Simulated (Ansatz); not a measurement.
Ansatz (an electronic-structure program) job for ClH₂SbTe₂, SMILES [Cl][Sb]([TeH])[TeH], PBE/def2-SVPD. Geometry optimised at PBE0-D3(BJ)/def2-SVP. A frequency run showed that this geometry is not a minimum. The structure was generated by enumeration; whether it is a known compound was not checked. The def2 effective core potentials stand for the cores of Sb, Te; spin–orbit coupling is left out.

Ansatz 0.2 input:
```yaml
crystal:
  periodic: [false, false, false]
  atoms:
    - {symbol: Sb, position_ang: [0.68991481, -0.89263552, 0.00000000]}
    - {symbol: Cl, position_ang: [-1.09621551, -2.49637152, 0.00000000]}
    - {symbol: Te, position_ang: [-0.16980575, 0.84814383, -1.97284379]}
    - {symbol: H, position_ang: [0.55490333, -0.12211565, -3.11732635]}
    - {symbol: Te, position_ang: [-0.16980575, 0.84814384, 1.97284379]}
    - {symbol: H, position_ang: [0.55490333, -0.12211566, 3.11732635]}
basis:
  gaussian:
    orbitals: def2-SVPD
hamiltonian:
  xc: {name: PBE}
```

Program output:

```
WARN ansatz: RAYON_NUM_THREADS=1 ignored (pool sized by the plan → 1); use --threads N
Functional definition: PBE
integrals: 0.11 GiB planned
1528 factors; their error is unknown
mean field: 0.57 GiB planned
mean field evaluation 1: about -33670.9243 eV, gradient 2.0e1 eV
mean field evaluation 2: about -33665.7156 eV, gradient 4.5e1 eV
mean field evaluation 4: about -33672.2789 eV, gradient 1.6e0 eV
mean field evaluation 8: about -33672.2732 eV, gradient 1.0e-1 eV
mean field evaluation 16: about -33672.2732 eV, gradient 6.7e-5 eV
mean field -33672.27322590 eV, -1237.4332171654 hartree, gradient 6.7e-5 eV, S^2 0.000000; 0 other end points of the search recorded, 0 dependent functions left out
reference -33672.27329928 eV, -1237.4332198620 hartree; 45, 45 occupied and 100, 100 virtual orbitals, 1528 factors
Total energy: -33672.27329928 eV, -1237.4332198620 hartree
```

Self-consistency was reached.
